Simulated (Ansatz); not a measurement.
GaBH₆⁻, that is H2Ga(BH4) with one electron more. Charge -1, multiplicity 2. Geometry r2SCAN-D4/def2-TZVP, that of the neutral singlet.

Cartesian coordinates in Å:
```
Ga -0.744 -0.893 0.004
H 0.042 0.309 -1.030
B 0.657 0.788 -0.003
H 0.302 0.101 1.028
H -2.224 -0.503 0.229
H -0.096 -2.280 -0.219
H 0.241 1.896 0.161
H 1.821 0.581 -0.171
```

At PBE-D4/def2-TZVPD, r2SCAN-D4/def2-TZVPD, PBE0-D4/def2-TZVPD the highest occupied level of the charge -1 doublet lies above zero (up to 2.47 eV). By energy differences it is unbound by 0.12 eV (vertical, against the charge 0 singlet, at PBE-D4/def2-TZVPD) and held by the finite basis.

Estimate the α-spin orbital energies around the gap (eV) in Ansatz with PBE-D4/def2-TZVPD, r2SCAN-D4/def2-TZVPD, PBE0-D4/def2-TZVPD.


| orbital | PBE-D4/def2-TZVPD | r2SCAN-D4/def2-TZVPD | PBE0-D4/def2-TZVPD |
| --- | --- | --- | --- |
| HOMO−5 | -5.45 | -5.90 | -7.02 |
| HOMO−4 | -4.05 | -4.43 | -5.45 |
| HOMO−3 | -3.51 | -3.82 | -4.91 |
| HOMO−2 | -3.04 | -3.31 | -4.32 |
| HOMO−1 | -2.36 | -2.62 | -3.57 |
| HOMO | 2.47 | 2.32 | 1.87 |
| LUMO | 3.07 | 3.62 | 3.47 |
| LUMO+1 | 3.28 | 3.82 | 3.69 |
| LUMO+2 | 4.12 | 4.56 | 4.70 |
| LUMO+3 | 4.63 | 5.15 | 5.09 |
| LUMO+4 | 4.83 | 5.45 | 5.26 |
| LUMO+5 | 4.85 | 5.58 | 5.31 |
| β HOMO | -2.30 | -2.60 | -3.54 |
| β LUMO | 3.31 | 3.93 | 3.66 |
